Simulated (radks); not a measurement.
Task: Radial electron density D(r) = 4 pi r^2 rho(r) of an atom or ion with 48 electrons. Calculated with a radial shooting solver on a logarithmic mesh with Libxc functionals: scalar-relativistic Kohn-Sham, exchange-only B88, spin-unpolarised, spherical densities, point nucleus.

```
   r/bohr * D(r) (the largest magnitude, 84, reaches the edge; | marks zero)
 0.004273 |           *
 0.005745 |                *
 0.007723 |                        *
  0.01038 |                                *
  0.01396 |                                       *
  0.01877 |                                          *
  0.02503 |                                         *
  0.03366 |                                     *
  0.04525 |                                     *
  0.06084 |                                              *
   0.0818 |                                                      *
     0.11 |                                                  *
   0.1479 |                                       *
   0.1972 |                                        *
   0.2651 |                                             *
   0.3565 |                                *
   0.4793 |               *
   0.6444 |              *
   0.8663 |              *
    1.165 |       *
    1.553 |  *
    2.089 |*
    2.808 |*
    3.775 *
    5.076 *
    6.824 *
```

What is the nuclear charge?

Result: Z = 51. The innermost maximum, from 1s, lies near gamma/Z bohr with gamma = sqrt(1 - (Z/c)^2) = 0.928, here 0.0182 bohr (found: 0.0200), and its height grows with Z. The density is that of the antimony ion Sb3+ in [Kr] 4d10 5p2; the configuration itself is not fixed sharply by these data, and Z only to a few units. D(r) has 4 maxima, at r = 0.0200, 0.0879, 0.257, 0.756 bohr, and minima at 0.0389, 0.168, 0.549 bohr, inside which lie 1.99, 11.17, 28.98 electrons.
